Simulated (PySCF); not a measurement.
## PdO₃⁻, doublet: data card

Level of theory: PySCF, UPBE0, basis Pd def2-SVPD with ECP28, O def2-SVPD (scalar-relativistic core potentials, no spin–orbit coupling, density fitting).

The structure is a minimum.

| Quantity | Value |
| --- | --- |
| Point group | C2v |
| Bond lengths | O–O 1.355 Å, Pd–O 1.825 Å, Pd–O 1.985 Å (×2) |
| Bond angles | O–O–Pd 70.0° (×2), O–Pd–O 39.9°, O–Pd–O 160.0° (×2) |
| Enthalpy at 298.15 K above 0 K | 15.46 kJ/mol |
| Spin squared ⟨S²⟩ | 0.814 |
| Rotational symmetry number | 2 |
| Rotational constants | 1.149, 0.1063, 0.09731 cm⁻¹ |
| Highest occupied level (β) | -1.24 eV |
| Principal polarisabilities | 44.1, 46.8, 92.0 bohr³ |
| Zero-point energy | 17.0 kJ/mol |
| Entropy at 298.15 K and 1 bar (electronic part: spin only) | 309.4 J/(mol K) |
| Lowest empty level (β) | 1.97 eV |
| Dipole moment about the centre of mass | 0.36 D |
| Heat capacity Cp at 298.15 K | 66.3 J/(mol K) |
| Principal quadrupole moments (Buckingham, traceless) about the centre of mass | -17.85, 7.75, 10.10 D Å |

Harmonic modes (masses in u: Pd 105.903, O 15.995):
| symmetry | ω (cm⁻¹) | IR (km/mol) |
| --- | --- | --- |
| b2 | 80 | 10.0 |
| b1 | 171 | 10.6 |
| b2 | 420 | 7.5 |
| a1 | 444 | 1.6 |
| a1 | 632 | 46.5 |
| a1 | 1096 | 132 |

In C2v the vibrations span 2b2 + b1 + 3a1. Here b1 is antisymmetric to the molecular plane and b2 lies in it.

Charges (e); Mulliken and Löwdin values are unreliable with diffuse functions:
```
atom  Mulliken  Löwdin  polar tensor  spin (Mulliken)  Mayer order to Pd1
 Pd1      0.82    0.56          0.14             0.35                   –
O2,3     -0.47   -0.45         -0.30            -0.10                0.40
  O4     -0.87   -0.65         -0.54             0.84                0.96
```
Other Mayer orders above 0.3: O–O 0.87.

Mulliken populations on Pd1 (electrons outside its core potential): s 2.74, p 5.93, d 8.50, f 0.01.

Outer orbital energies (eV). α occupied: -5.59, -5.30, -3.68, -3.41, -2.98, -2.61, -1.67, -1.25; empty: 2.31, 4.29, 4.56, 4.59. β occupied: -5.13, -4.97, -3.47, -3.42, -3.17, -2.44, -1.44, -1.24; empty: 1.97, 2.43, 4.33, 4.53.

Only a few start shapes were tried, so a lower isomer may exist. With open d or f shells other occupations or spin states may lie lower. The lowest empty level of this anion is unbound, so it and the gap depend on the basis.

The final relaxation and frequency run took 64 s on 2 threads of a shared Arm Neoverse V2 host, with 103 basis functions and 13 gradients; the process peaked at 1.2 GiB.
